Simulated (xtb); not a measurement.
xtb input (GFN2-xTB):

```bash
xtb mol.xyz --gfn 2 --sp --chrg 0 --uhf 0
```
mol.xyz:
```
13

N      2.46356030     0.48365708     0.11187632
Si     1.40590172    -0.85355756    -0.02716299
O     -0.14184557    -0.50621607    -0.44248451
Si    -1.64446940    -0.05399181     0.03317957
N     -1.90175781     1.62808793     0.20786960
H      2.80487810     0.97685085    -0.69745417
H      2.47671433     1.06662101     0.93301062
H      1.93302207    -1.72338299    -1.09624031
H      1.38987260    -1.51786584     1.29527696
H     -2.56836516    -0.53549493    -1.01178056
H     -1.91091287    -0.66080881     1.35648583
H     -1.59903730     2.12895354     1.02747700
H     -1.98407724     2.23833159    -0.58935284
```

End of the output:

```
         :::::::::::::::::::::::::::::::::::::::::::::::::::::
         ::                     SUMMARY                     ::
         :::::::::::::::::::::::::::::::::::::::::::::::::::::
         :: total energy             -17.586332106228 Eh    ::
         :: gradient norm              0.022568776913 Eh/a0 ::
         :: HOMO-LUMO gap              6.087869392889 eV    ::
         ::.................................................::
         :: SCC energy               -17.755406652284 Eh    ::
         :: -> isotropic ES            0.073208463256 Eh    ::
         :: -> anisotropic ES          0.007977932522 Eh    ::
         :: -> anisotropic XC          0.005672524804 Eh    ::
         :: -> dispersion             -0.008040359103 Eh    ::
         :: repulsion energy           0.169074546056 Eh    ::
         :: add. restraining           0.000000000000 Eh    ::
         :: total charge              -0.000000000000 e     ::
         :::::::::::::::::::::::::::::::::::::::::::::::::::::

           -------------------------------------------------
          |                Property Printout                |
           -------------------------------------------------

    * Orbital Energies and Occupations

         #    Occupation            Energy/Eh            Energy/eV
      -------------------------------------------------------------
         1        2.0000           -0.7544128             -20.5286
       ...           ...                  ...                  ...
         4        2.0000           -0.5775645             -15.7163
         5        2.0000           -0.5594829             -15.2243
         6        2.0000           -0.5102554             -13.8848
         7        2.0000           -0.5097302             -13.8705
         8        2.0000           -0.4868956             -13.2491
         9        2.0000           -0.4739656             -12.8973
        10        2.0000           -0.4686279             -12.7520
        11        2.0000           -0.4346059             -11.8262
        12        2.0000           -0.4259373             -11.5903
        13        2.0000           -0.4083844             -11.1127
        14        2.0000           -0.3968006             -10.7975
        15        2.0000           -0.3817953             -10.3892
        16        2.0000           -0.3817001             -10.3866 (HOMO)
        17                         -0.1579750              -4.2987 (LUMO)
        18                         -0.1562264              -4.2511
        19                         -0.1350991              -3.6762
        20                         -0.1236854              -3.3657
        21                         -0.1010852              -2.7507
        22                         -0.0969945              -2.6394
        23                         -0.0138092              -0.3758
        24                          0.0104014               0.2830
        25                          0.0524448               1.4271
        26                          0.0714061               1.9431
        27                          0.0882915               2.4025
       ...                                ...                  ...
        38                          0.8759050              23.8346
      -------------------------------------------------------------
                  HL-Gap            0.2237251 Eh            6.0879 eV
             Fermi-level           -0.2698376 Eh           -7.3427 eV

     #   Z          covCN         q      C6AA      α(0)
     1   7 N        2.541    -0.414    30.787     8.240
     2  14 Si       3.490     0.536   100.081    19.381
     3   8 O        1.539    -0.449    21.915     6.315
     4  14 Si       3.490     0.536   100.081    19.381
     5   7 N        2.541    -0.414    30.787     8.240
     6   1 H        0.861     0.152     1.386     1.844
     7   1 H        0.861     0.152     1.386     1.844
     8   1 H        0.915    -0.094     5.376     3.626
     9   1 H        0.913    -0.107     5.831     3.777
    10   1 H        0.915    -0.094     5.375     3.626
    11   1 H        0.913    -0.107     5.830     3.777
    12   1 H        0.861     0.152     1.385     1.844
    13   1 H        0.861     0.152     1.386     1.844

 Mol. C6AA /au·bohr⁶  :       2445.669212
 Mol. C8AA /au·bohr⁸  :      83318.618054
 Mol. α(0) /au        :         83.741264

Wiberg/Mayer (AO) data.
largest (>0.10) Wiberg bond orders for each atom

 ---------------------------------------------------------------------------
     #   Z sym  total        # sym  WBO       # sym  WBO       # sym  WBO
 ---------------------------------------------------------------------------
     1   7 N    3.190 --     2 Si   1.134     6 H    0.967     7 H    0.967
     2  14 Si   4.009 --     1 N    1.134     3 O    1.067     8 H    0.878
                             9 H    0.876
     3   8 O    2.336 --     2 Si   1.067     4 Si   1.067
     4  14 Si   4.009 --     5 N    1.134     3 O    1.067    10 H    0.878
                            11 H    0.876
     5   7 N    3.190 --     4 Si   1.134    13 H    0.967    12 H    0.967
     6   1 H    0.977 --     1 N    0.967
     7   1 H    0.977 --     1 N    0.967
     8   1 H    0.991 --     2 Si   0.878
     9   1 H    0.988 --     2 Si   0.876
    10   1 H    0.991 --     4 Si   0.878
    11   1 H    0.988 --     4 Si   0.876
    12   1 H    0.977 --     5 N    0.967
    13   1 H    0.977 --     5 N    0.967
 ---------------------------------------------------------------------------

Topologies differ in total number of bonds
Writing topology from bond orders to xtbtopo.mol

molecular dipole:
                 x           y           z       tot (Debye)
 q only:        0.147       0.550       0.164
   full:        0.263       0.995       0.087       2.626
molecular quadrupole (traceless):
                xx          xy          yy          xz          yz          zz
 q only:        0.174       0.327       1.334      -0.036       0.033      -1.507
  q+dip:       -5.508       2.579       3.652       0.151       0.060       1.856
   full:       -4.433       2.360       3.947       0.093       0.032       0.486

           -------------------------------------------------
          | TOTAL ENERGY              -17.586332106228 Eh   |
Note: The following floating-point exceptions are signalling: IEEE_UNDERFLOW_FLAG IEEE_DENORMAL
normal termination of xtb
          | GRADIENT NORM               0.022568776913 Eh/α |
          | HOMO-LUMO GAP               6.087869392889 eV   |
           -------------------------------------------------

------------------------------------------------------------------------
------------------------------------------------------------------------
 total:
 SCF:
```
